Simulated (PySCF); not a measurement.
B(vinyl)(OH)2 (C2H5BO2), SMILES C=CB(O)O. Atoms are numbered in the order given.

```xyz
10

B     -0.0144    -0.5080     0.0000
C     -0.6597     0.9199     0.0000
C      0.0681     2.0462     0.0000
H     -1.7547     1.0209     0.0000
H     -0.3864     3.0431     0.0000
H      1.1625     2.0049     0.0000
O      1.3433    -0.6242     0.0000
H      1.6233    -1.5489     0.0000
O     -0.7576    -1.6601     0.0000
H     -1.7084    -1.5022     0.0000
```

Coordinates come from a B3LYP-D3(BJ)/def2-SVP optimisation. The values are those of a single conformer.

Method: PBE/pcSseg-1 (PySCF).

GIAO shieldings, no solvent; atoms listed in one row are averaged. δ = σ(ref) − σ: ¹¹B against BF3 (σ = 83.9 ppm); ¹³C against TMS (σ = 182.0 ppm); ¹H against TMS (σ = 31.49 ppm); ¹⁷O against H2O (σ = 334.3 ppm), references at their B3LYP-D3(BJ)/def2-TZVP geometries, non-relativistic.

```json
[
 {"nucleus": "¹¹B", "atoms": "B1", "count": "1", "δ (ppm)": "13.3"},
 {"nucleus": "¹³C", "atoms": "C3", "count": "1", "δ (ppm)": "148.1"},
 {"nucleus": "¹³C", "atoms": "C2", "count": "1", "δ (ppm)": "138.7"},
 {"nucleus": "¹H", "atoms": "H6", "count": "1", "δ (ppm)": "6.96"},
 {"nucleus": "¹H", "atoms": "H5", "count": "1", "δ (ppm)": "6.60"},
 {"nucleus": "¹H", "atoms": "H4", "count": "1", "δ (ppm)": "6.01"},
 {"nucleus": "¹H", "atoms": "H10", "count": "1", "δ (ppm)": "3.99"},
 {"nucleus": "¹H", "atoms": "H8", "count": "1", "δ (ppm)": "3.89"},
 {"nucleus": "¹⁷O", "atoms": "O9", "count": "1", "δ (ppm)": "135.4"},
 {"nucleus": "¹⁷O", "atoms": "O7", "count": "1", "δ (ppm)": "116.0"}
]
```
